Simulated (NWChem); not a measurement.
System: CH₂O₃Si; SMILES O=C1O[SiH2]O1

Here is an NWChem input.

```
start job
memory heap 200 mb stack 900 mb global 1100 mb
geometry units angstroms noautoz
  O      0.000000     0.000000     2.112585
  C      0.000000     0.000000     0.921125
  O      0.000000     1.100562     0.065138
  Si     0.000000     0.000000    -1.267039
  O      0.000000    -1.100562     0.065138
  H     -1.251890     0.000000    -2.076629
  H      1.251890     0.000000    -2.076629
end
basis spherical
  O library 6-31g*
  C library 6-31g*
  Si library 6-31g*
  H library 6-31g*
end
dft
  xc m06-2x
  grid xfine
  iterations 150
  mulliken
end
task dft gradient
```

Parts of the log:

```
             Northwest Computational Chemistry Package (NWChem) 7.3.0
             --------------------------------------------------------

 C2V symmetry detected

                             Geometry "geometry" -> ""
                             -------------------------

 Output coordinates in angstroms (scale by  1.889725989 to convert to a.u.)

  No.       Tag          Charge          X              Y              Z
 ---- ---------------- ---------- -------------- -------------- --------------
    1 O                    8.0000     0.00000000     0.00000000     2.07828426
    2 C                    6.0000     0.00000000     0.00000000     0.88682426
    3 O                    8.0000     0.00000000     1.10056200     0.03083726
    4 Si                  14.0000     0.00000000     0.00000000    -1.30133974
    5 O                    8.0000     0.00000000    -1.10056200     0.03083726
    6 H                    1.0000    -1.25189000     0.00000000    -2.11092974
    7 H                    1.0000     1.25189000     0.00000000    -2.11092974

 Effective nuclear repulsion energy (a.u.)     229.0098653199

      Symmetry information
      --------------------

 Group name             C2v
 Group number             16
 Group order               4
 No. of unique centers     5

                                 NWChem DFT Module
                                 -----------------

 Summary of "ao basis" -> "ao basis" (spherical)
 ------------------------------------------------------------------------------
       Tag                 Description            Shells   Functions and Types
 ---------------- ------------------------------  ------  ---------------------
 O                           6-31g*                  6       14   3s2p1d
 C                           6-31g*                  6       14   3s2p1d
 Si                          6-31g*                  8       18   4s3p1d
 H                           6-31g*                  2        2   2s

      Symmetry analysis of basis
      --------------------------

        a1         35
        a2          7
        b1         16
        b2         20

            General Information
            -------------------
          SCF calculation type: DFT
          Wavefunction type:  closed shell.
          No. of atoms     :     7
          No. of electrons :    46
           Alpha electrons :    23
            Beta electrons :    23
          Charge           :     0
          Spin multiplicity:     1
          Use of symmetry is: on ; symmetry adaption is: on
          Maximum number of iterations: 150
          AO basis - number of functions:    78
                     number of shells:    36
          Convergence on energy requested:  1.00D-06
          Convergence on density requested:  1.00D-05
          Convergence on gradient requested:  5.00D-04

              XC Information
              --------------
                       M06-2X Method XC Functional
                     Hartree-Fock (Exact) Exchange  0.540
                        M06-2X Exchange Functional  1.000
                      M06-2X Correlation Potential  1.000

             Grid Information
             ----------------
          Grid used for XC integration:  xfine
          Radial quadrature: Mura-Knowles
          Angular quadrature: Lebedev.
          Tag              B.-S. Rad. Rad. Pts. Rad. Cut. Ang. Pts.
          ---              ---------- --------- --------- ---------
          O                   0.60      100          11.0      1454
          C                   0.70      100          10.0      1454
          Si                  1.10      125           8.0      1454
          H                   0.35      100          10.0      1202
          Grid pruning is: on
          Number of quadrature shells:   525
          Spatial weights used:  Erf1

      Superposition of Atomic Density Guess
      -------------------------------------

 Sum of atomic energies:        -551.73708344

      Non-variational initial energy
      ------------------------------

 Total energy =    -553.615531
 1-e energy   =   -1217.271322
 2-e energy   =     434.645925
 HOMO         =      -0.392087
 LUMO         =       0.026435

      Symmetry analysis of molecular orbitals - initial
      -------------------------------------------------

  Numbering of irreducible representations:

     1 a1          2 a2          3 b1          4 b2

  Orbital symmetries:

     1 a1          2 a1          3 b2          4 a1          5 a1
     6 a1          7 a1          8 b1          9 b2         10 a1
    11 a1         12 b2         13 a1         14 a1         15 b2
    16 a1         17 b1         18 a1         19 b1         20 a2
    21 b2         22 b2         23 b1         24 b2         25 a1
    26 b1         27 a1         28 a1         29 b1         30 a1
    31 b1         32 b2         33 b2

     ---------------------------------------------
      Total Density - Mulliken Population Analysis
     ---------------------------------------------

[...]

                         DFT ENERGY GRADIENTS

    atom               coordinates                        gradient
                 x          y          z           x          y          z
   1 O       0.000000   0.000000   3.927388    0.000000   0.000000   0.021384
   2 C       0.000000   0.000000   1.675855    0.000000   0.000000  -0.007452
   3 O       0.000000   2.079761   0.058274    0.000000   0.021184   0.005772
   4 Si      0.000000   0.000000  -2.459176    0.000000   0.000000  -0.016673
   5 O       0.000000  -2.079761   0.058274    0.000000  -0.021184   0.005772
   6 H      -2.365729   0.000000  -3.989079   -0.007384   0.000000  -0.004401
   7 H       2.365729   0.000000  -3.989079    0.007384   0.000000  -0.004401
```

Level: M06-2X/6-31G* (spherical d). Geometry: optimised at PBE-D3(BJ)/def2-SVP.
